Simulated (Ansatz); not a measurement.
## Relaxing a trial structure of C3H4BF

The starting geometry of this gas-phase singlet was optimised with GFN2-xTB; its bonds are those of `B[C@@H](F)C#C`.

```xyz
9

C    -1.4105   -0.0281   -0.8632
C    -1.0329    0.9485   -1.8777
C    -0.6639    1.7311   -2.7051
B    -1.9140   -1.2960   -1.6599
F    -0.3214   -0.2664   -0.0237
H    -2.9188   -1.2016   -2.2429
H    -1.2692   -2.2656   -1.6863
H    -2.1747    0.4281   -0.2158
H    -0.3571    2.4352   -3.4200
```

**Question.** Where would you expect an optimisation with PBE-D3(BJ)/def2-SVP to take it?

**Answer.** New bonds form, giving a structure given below by its coordinates. Distances that change by over a tenth: C1–B4 (1.58 → 1.79 Å). Contacts that close: C2–B4 (2.42 → 1.77 Å), C3–B4 (3.44 → 1.69 Å).

The energy falls by 0.51 eV over 26 steps:

| step | E − E(last) (eV) |
| --- | --- |
| 1 | 0.512 |
| 4 | 0.320 |
| 7 | 0.278 |
| 9 | 0.262 |
| 12 | 0.254 |
| 15 | 0.213 |
| 18 | 0.050 |
| 20 | 0.007 |
| 23 | 0.000 |
| 26 | 0.000 |

Final geometry (Å):

```xyz
9

C    -1.3931    0.0777   -0.4694
C    -0.9390    0.9627   -1.4616
C    -0.9535    0.9030   -2.7469
B    -1.5614   -0.5495   -2.1398
F    -0.5148   -0.5369    0.3489
H    -2.7633   -0.6253   -2.3483
H    -0.7947   -1.4892   -2.2410
H    -2.3637    0.2703    0.0236
H    -0.7791    1.4724   -3.6600
```

Frequencies at the end are all real (lowest 201 cm⁻¹). Run with Ansatz 0.2.0, 29 s on 2 threads of Intel(R) Xeon(R) Platinum 8259CL CPU @ 2.50GHz (Skylake/Cascade Lake), with other jobs on the host.
